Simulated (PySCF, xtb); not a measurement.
Si(F)(Br)(Me)(OH) (CH₄BrFOSi), SMILES C[Si](O)(F)Br. One conformer was computed; it need not be the lowest.

Harmonic wavenumbers (cm⁻¹) from GFN2-xTB (xtb 6.7.1) at its own minimum, in rising order: 64, 130, 159, 198, 207, 235, 275, 424, 734, 750, 820, 841, 874, 971, 1385, 1464, 1466, 3040, 3047, 3052, 3646.

Task: What does PBE-D3(BJ)/def2-SVP (PySCF 2.14.0) give at its own minimum? (Estimate from the structure and the level; the computed values follow.)

Result: 121, 147, 175, 231, 235, 280, 316, 423, 695, 743, 766, 814, 887, 942, 1228, 1373, 1376, 2990, 3093, 3102, 3763. Paired by order, the mean absolute difference is 48 cm⁻¹ and the zero-point energies are 34.0 and 33.9 kcal/mol.
